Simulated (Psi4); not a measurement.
CH3NO, charge -1, doublet, geometry from GFN2-xTB (a state made from the parent by changing its charge; the spin is typed, not shown lowest) (a gas-phase anion, which may not be bound at this level); SVWN/3-21G (Psi4).

Input for Psi4:
```
memory 2 GB

molecule mol {
-1 2
N    -1.135829    0.324053   -0.190662
C     0.347444    0.349048   -0.174949
O     1.007518   -0.576303    0.461809
H    -1.485801   -0.393421   -0.849559
H    -1.408672   -0.016724    0.732148
H     0.700472    0.657906   -1.192735
}

set {
  basis 3-21g
  reference uks
}

energy('svwn')
print_variables()
```

Question: Predict the main parts of the log of this Psi4 run.

Answer: 
```
   => Loading Basis Set <=

    Name: 3-21G
    Role: ORBITAL
    Keyword: BASIS

         ---------------------------------------------------------
                                   SCF
               by Justin Turney, Rob Parrish, Andy Simmonett
                          and Daniel G. A. Smith
                              UKS Reference
         ---------------------------------------------------------

  ==> Geometry <==

    Molecular point group: c1
    Full point group: C1

    Geometry (in Angstrom), charge = -1, multiplicity = 2:

       Center              X                  Y                   Z               Mass
    ------------   -----------------  -----------------  -----------------  -----------------
         N           -1.183988822817     0.329426068351    -0.219469492868    14.003074004430
         C            0.299284177183     0.354421068351    -0.203756492868    12.000000000000
         O            0.959358177183    -0.570929931649     0.433001507132    15.994914619570
         H           -1.533960822817    -0.388047931649    -0.878366492868     1.007825032230
         H           -1.456831822817    -0.011350931649     0.703340507132     1.007825032230
         H            0.652312177183     0.663279068351    -1.221542492868     1.007825032230

  Running in c1 symmetry.

  Rotational constants: A =      1.87572  B =      0.34659  C =      0.30829 [cm^-1]
  Rotational constants: A =  56232.71409  B =  10390.64226  C =   9242.41963 [MHz]
  Nuclear repulsion =   67.584294157793607

  Charge       = -1
  Multiplicity = 2
  Electrons    = 25
  Nalpha       = 13
  Nbeta        = 12

  ==> Algorithm <==

  SCF Algorithm Type is DF.
  DIIS enabled.
  MOM disabled.
  Fractional occupation disabled.
  Guess Type is SAD.
  Energy threshold   = 1.00e-06
  Density threshold  = 1.00e-06
  Integral threshold = 1.00e-12

  ==> Primary Basis <==

  Basis Set: 3-21G
    Blend: 3-21G
    Number of shells: 21
    Number of basis functions: 33
    Number of Cartesian functions: 33
    Spherical Harmonics?: false
    Max angular momentum: 1

  ==> DFT Potential <==

   => LibXC <=

    Version 7.1.2
    S. Lehtola, C. Steigemann, M. J. T. Oliveira, and M. A. L. Marques,  SoftwareX 7, 1–5 (2018) (10.1016/j.softx.2017.11.002)

   => Composite Functional: SVWN <=

    Slater exchange
    Vosko, Wilk & Nusair (VWN5_RPA)
    P. A. M. Dirac,  Math. Proc. Cambridge Philos. Soc. 26, 376 (1930) (10.1017/S0305004100016108)
    F. Bloch,  Z. Phys. 57, 545 (1929) (10.1007/BF01340281)
    S. H. Vosko, L. Wilk, and M. Nusair,  Can. J. Phys. 58, 1200 (1980) (10.1139/p80-159)

    Deriv               =              1
    GGA                 =          FALSE
    Meta                =          FALSE

    Exchange Hybrid     =          FALSE
    MP2 Hybrid          =          FALSE

   => Exchange Functionals <=

    1.0000         XC_LDA_X

   => Correlation Functionals <=

    1.0000   XC_LDA_C_VWN_RPA

   => LibXC Density Thresholds  <==

    XC_LDA_C_VWN_RPA:  1.00E-15
    XC_LDA_X:  1.00E-15

   => Molecular Quadrature <=

    Radial Scheme          =       TREUTLER
    Pruning Scheme         =           NONE
    Nuclear Scheme         =       TREUTLER

    Blocking Scheme        =         OCTREE
    BS radius alpha        =              1
    Pruning alpha          =              1
    Radial Points          =             75
    Spherical Points       =            302
    Total Points           =         128907
    Total Blocks           =           1012
    Max Points             =            256
    Max Functions          =             33
    Weights Tolerance      =       1.00E-15

   => Loading Basis Set <=

    Name: (3-21G AUX)
    Role: JKFIT
    Keyword: DF_BASIS_SCF

  ==> Integral Setup <==

  SCF_SUBTYPE=INCORE selected. In-core MEM_DF algorithm will be used.
  Using in-core AOs.

  ==> MemDFJK: Density-Fitted J/K Matrices <==

    J tasked:                   Yes
    K tasked:                    No
    wK tasked:                   No
    Algorithm:                 Core
    Schwarz Cutoff:           1E-12
    Mask sparsity (%):       0.1837
    Fitting Condition:        1E-10

   => Auxiliary Basis Set <=

  Basis Set: (3-21G AUX)
    Blend: DEF2-UNIVERSAL-JKFIT
    Number of shells: 93
    Number of basis functions: 335
    Number of Cartesian functions: 335
    Spherical Harmonics?: false
    Max angular momentum: 4

  Minimum eigenvalue in the overlap matrix is 3.1174787723E-02.
  Reciprocal condition number of the overlap matrix is 8.2555787974E-03.
    Using symmetric orthogonalization.

  ==> Pre-Iterations <==

  SCF Guess: Superposition of Atomic Densities via on-the-fly atomic UHF (no occupation information).

   -------------------------
    Irrep   Nso     Nmo
   -------------------------
     A         33      33
   -------------------------
    Total      33      33
   -------------------------

  ==> Iterations <==

                           Total Energy        Delta E     RMS |[F,P]|

   @DF-UKS iter SAD:  -167.55569907834973   -1.67556e+02   0.00000e+00
   @DF-UKS iter   1:  -167.66700075895062   -1.11302e-01   2.60252e-02 DIIS/ADIIS
   @DF-UKS iter   2:  -166.81467914762337    8.52322e-01   4.55377e-02 DIIS/ADIIS
   @DF-UKS iter   3:  -167.83625409882723   -1.02157e+00   1.66713e-02 DIIS/ADIIS
   @DF-UKS iter   4:  -167.95864932479520   -1.22395e-01   6.76269e-03 DIIS/ADIIS
   @DF-UKS iter   5:  -167.97740725091802   -1.87579e-02   8.90258e-04 DIIS/ADIIS
   @DF-UKS iter   6:  -167.97798333897734   -5.76088e-04   1.65922e-04 DIIS/ADIIS
   @DF-UKS iter   7:  -167.97799695537802   -1.36164e-05   5.61218e-05 DIIS
   @DF-UKS iter   8:  -167.97799852101235   -1.56563e-06   2.97957e-05 DIIS
   @DF-UKS iter   9:  -167.97799904068631   -5.19674e-07   1.73250e-06 DIIS
   @DF-UKS iter  10:  -167.97799904370981   -3.02350e-09   4.22179e-07 DIIS
  Energy and wave function converged.

  ==> Post-Iterations <==

   Electrons on quadrature grid:
      Nalpha   =   13.0000018863 ; deviation = 1.886e-06
      Nbeta    =   12.0000014013 ; deviation = 1.401e-06
      Ntotal   =   25.0000032876 ; deviation = 3.288e-06

   @Spin Contamination Metric:   1.015889274E-03
   @S^2 Expected:                7.500000000E-01
   @S^2 Observed:                7.510158893E-01
   @S   Expected:                5.000000000E-01
   @S   Observed:                5.000000000E-01

    Orbital Energies [Eh]
    ---------------------

    Alpha Occupied:

       1A    -18.164196     2A    -13.525202     3A     -9.489459
       4A     -0.619874     5A     -0.533827     6A     -0.270585
       7A     -0.205494     8A     -0.126207     9A     -0.068171
      10A     -0.032546    11A      0.043659    12A      0.087912
      13A      0.198929

    Alpha Virtual:

      14A      0.288009    15A      0.337507    16A      0.377189
      17A      0.499143    18A      0.531855    19A      0.921109
      20A      0.942334    21A      0.994611    22A      1.085478
      23A      1.156594    24A      1.211260    25A      1.341412
      26A      1.423558    27A      1.432723    28A      1.544798
      29A      1.760004    30A      1.795934    31A      1.808056
      32A      2.629106    33A      3.178375

    Beta Occupied:

       1A    -18.154976     2A    -13.524478     3A     -9.480981
       4A     -0.606293     5A     -0.527501     6A     -0.258967
       7A     -0.199130     8A     -0.118406     9A     -0.055315
      10A     -0.007600    11A      0.056200    12A      0.097187

    Beta Virtual:

      13A      0.238312    14A      0.295651    15A      0.343037
      16A      0.386142    17A      0.511746    18A      0.545647
      19A      0.948712    20A      0.959600    21A      1.004239
      22A      1.096811    23A      1.160516    24A      1.218212
      25A      1.344694    26A      1.427658    27A      1.436549
      28A      1.566442    29A      1.780160    30A      1.807612
      31A      1.823471    32A      2.632752    33A      3.197195

    Final Occupation by Irrep:
              A
    DOCC [    12 ]
    SOCC [     1 ]
    NA   [    13 ]
    NB   [    12 ]

  @DF-UKS Final Energy:  -167.97799904370981

   => Energetics <=

    Nuclear Repulsion Energy =             67.5842941577936074
    One-Electron Energy =                -370.8914250587168908
    Two-Electron Energy =                 156.7122830467947381
    DFT Exchange-Correlation Energy =     -21.3831511895812412
    Empirical Dispersion Energy =           0.0000000000000000
    VV10 Nonlocal Energy =                  0.0000000000000000
    Total Energy =                       -167.9779990437098149

  UHF NO Occupations:
  HONO-2 :   11  A 1.9998978
  HONO-1 :   12  A 1.9997492
  HONO-0 :   13  A 1.0000000
  LUNO+0 :   14  A 0.0002508
  LUNO+1 :   15  A 0.0001022
  LUNO+2 :   16  A 0.0000821
  LUNO+3 :   17  A 0.0000286

Computation Completed

Properties will be evaluated at   0.000000,   0.000000,   0.000000 [a0]

Properties computed using the SCF density matrix

 Multipole Moments:

 ------------------------------------------------------------------------------------
     Multipole            Electronic (a.u.)      Nuclear  (a.u.)        Total (a.u.)
 ------------------------------------------------------------------------------------

 L = 1.  Multiply by 2.5417464519 to convert [e a0] to [Debye]
 Dipole X            :          1.5235583           -2.1842055           -0.6606471
 Dipole Y            :         -0.6801732            0.2436795           -0.4364937
 Dipole Z            :          1.2167670           -1.3065223           -0.0897553
 Magnitude           :                                                    0.7968923

 ------------------------------------------------------------------------------------

  Variable Map:
  ----------------------------------------------------------------------------
  "CURRENT ENERGY"              =>    -167.977999043710
  "CURRENT REFERENCE ENERGY"    =>    -167.977999043710
  "DD SOLVATION ENERGY"         =>       0.000000000000
  "DFT FUNCTIONAL TOTAL ENERGY" =>    -167.977999043710
  "DFT TOTAL ENERGY"            =>    -167.977999043710
  "DFT VV10 ENERGY"             =>       0.000000000000
  "DFT XC ENERGY"               =>     -21.383151189581
  "GRID ELECTRONS ALPHA"        =>      13.000001886263
  "GRID ELECTRONS BETA"         =>      12.000001401332
  "GRID ELECTRONS TOTAL"        =>      25.000003287596
  "NUCLEAR REPULSION ENERGY"    =>      67.584294157794
  "ONE-ELECTRON ENERGY"         =>    -370.891425058717
  "PCM POLARIZATION ENERGY"     =>       0.000000000000
  "PE ENERGY"                   =>       0.000000000000
  "SCF ITERATION ENERGY"        =>    -167.977999043710
  "SCF ITERATIONS"              =>      10.000000000000
  "SCF TOTAL ENERGY"            =>    -167.977999043710
  "TWO-ELECTRON ENERGY"         =>     156.712283046795
  "XC GRID RADIAL POINTS"       =>      75.000000000000
  "XC GRID SPHERICAL POINTS"    =>     302.000000000000
  "XC GRID TOTAL POINTS"        =>  128907.000000000000

  Array Variable Map:
  ----------------------------------------------------------------------------
  "CURRENT DIPOLE"              =>      -0.660647130121 ... -0.089755317446 1 by 3
  "SCF DIPOLE"                  =>      -0.660647130121 ... -0.089755317446 1 by 3
  "SCF TOTAL ENERGIES"          =>    -167.555699078350 ... -167.977999043710 1 by 11
```
